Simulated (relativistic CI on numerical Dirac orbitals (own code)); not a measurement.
# Slater and spin-orbit integrals, Ce³⁷⁺

Calculated at this level of theory: Dirac-Coulomb-Breit CI, separate exchange-only KLI orbitals for each configuration, model QED, unscaled Slater integrals (own radial code, finite nucleus).

Slater integrals F^k, G^k are unscaled and averaged over j, outside the closed core [Ne]; ζ comes from projecting the Hamiltonian with its Breit term on Σ l·s of the shell.

- 3s2.3p6.3d3: F^2(3d,3d) = 448610, F^4(3d,3d) = 289720, ζ(3d) = 73589 cm⁻¹; <r>(3d) = 0.2277, <r^2>(3d) = 0.06012 (bohr units).
- 3s2.3p5.3d4: ζ(3p) = 550850, F^2(3d,3d) = 447760, F^4(3d,3d) = 289150, F^2(3p,3d) = 388470, G^1(3p,3d) = 415040, G^3(3p,3d) = 276970, ζ(3d) = 72785 cm⁻¹; <r>(3p) = 0.2555, <r^2>(3p) = 0.07547, <r>(3d) = 0.2281, <r^2>(3d) = 0.06033 (bohr units).
- 3s.3p6.3d4: F^2(3d,3d) = 447420, F^4(3d,3d) = 288920, G^2(3s,3d) = 313430, ζ(3d) = 73201 cm⁻¹; <r>(3s) = 0.2614, <r^2>(3s) = 0.07793, <r>(3d) = 0.2283, <r^2>(3d) = 0.06042 (bohr units).

Task: Give the Racah parameters of the d shell in 3s2.3p6.3d3.

Result: B = F²/49 − 5F⁴/441 = 5871 cm⁻¹ and C = 35F⁴/441 = 22994 cm⁻¹.

Averages of the first 10 configurations, taken without configuration mixing, which lowers the lowest level and can move excited configurations by several eV; other configurations of the list can lie among them:

```tsv
Configuration	Parity	States	Average energy above the lowest level (eV)
3s2.3p6.3d3	even	120	46.5
3s2.3p5.3d4	odd	1260	312.1
3s.3p6.3d4	even	420	535.5
3s2.3p6.3d2.4s	even	90	1085.3
3s2.3p6.3d2.4p	odd	270	1168.3
3s2.3p6.3d2.4d	even	450	1272.6
3s2.3p5.3d3.4s	odd	1440	1343.2
3s2.3p6.3d2.4f	odd	630	1360.0
3s2.3p5.3d3.4p	even	4320	1426.3
3s.3p6.3d3.4s	even	480	1568.0
```
